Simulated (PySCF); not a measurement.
**Mayer bond orders and bond lengths**

Compound: N-tert-butylisopropylamine, C7H17N.
Numbering: `[CH3:1][CH:2]([CH3:3])[NH:4][C:5]([CH3:6])([CH3:7])[CH3:8]` (hydrogens: H9, H10, H11 on C1; H12 on C2; H13, H14, H15 on C3; H16 on N4; H17, H18, H19 on C6; H20, H21, H22 on C7; H23, H24, H25 on C8)

Structure used (GFN2-xTB), in Å, numbered top down from 1:
```xyz
25
C7H17N angstrom
C      2.0076    0.7592    0.6853
C      1.3855   -0.3452   -0.1711
C      2.3079   -0.6441   -1.3539
N      0.0965    0.0650   -0.7140
C     -1.1186    0.0538    0.1014
C     -1.1868    1.3227    0.9610
C     -2.2889    0.0848   -0.8909
C     -1.2670   -1.1868    0.9991
H      1.5189    0.8365    1.6510
H      3.0600    0.5445    0.8562
H      1.9206    1.7122    0.1716
H      1.3112   -1.2625    0.4405
H      3.2931   -0.9400   -1.0022
H      1.9066   -1.4507   -1.9654
H      2.4088    0.2430   -1.9743
H     -0.0789   -0.4830   -1.5485
H     -0.9037    2.1832    0.3622
H     -0.5229    1.2610    1.8170
H     -2.1993    1.4681    1.3299
H     -2.1871    0.9414   -1.5524
H     -2.3056   -0.8208   -1.4954
H     -3.2368    0.1595   -0.3643
H     -0.5047   -1.2046    1.7745
H     -1.1866   -2.0985    0.4091
H     -2.2407   -1.1745    1.4828
```

Bond orders from the PBE0/pcSseg-1 density (PySCF). Isolated species at its GFN2-xTB geometry (one conformer only). GFN2-xTB frequencies show an imaginary mode (43i cm⁻¹), so this geometry is no minimum at that level.

**Question.** How far do the computed orders between heavy atoms stray from the drawn ones?

**Answer.** The largest departure is 0.045, at C2–C3 (drawn single, 1.045).

**Question.** Set the Mayer orders of the bonds between heavy atoms beside their lengths.

**Answer.** 
```tsv
bond	drawn as	length (Å)	Mayer order
C1–C2	single	1.530	1.023
C2–C3	single	1.529	1.045
C2–N4	single	1.458	0.982
N4–C5	single	1.463	0.980
C5–C6	single	1.534	1.001
C5–C7	single	1.535	1.025
C5–C8	single	1.538	1.004
```

Bonds between the same two heavy elements. C–C: lowest C5–C6 and C5–C8 (1.001, 1.534 Å), highest C2–C3 (1.045, 1.529 Å). C–N: all 2 within 0.02 of one another (0.980 to 0.982). Bonds named together lie within 0.004.

**Question.** And the bonds to hydrogen?

**Answer.** C–H: 0.93 to 0.97 (16 bonds); H–N: 0.93 (1 bond).

**Question.** Sum the orders of all bonds at each heavy atom with more than one neighbour and set the sums beside the valence in the SMILES.

**Answer.** C1 3.905 (drawn 4), C2 3.975 (drawn 4), C3 3.937 (drawn 4), N4 2.891 (drawn 3), C5 4.010 (drawn 4), C6 3.880 (drawn 4), C7 3.912 (drawn 4), C8 3.878 (drawn 4). Orders between atoms that aren't bonded are not in these sums.

The Mayer order sums products of elements of PS (density times overlap matrix) between the two atoms' basis functions, so it depends on the basis set.
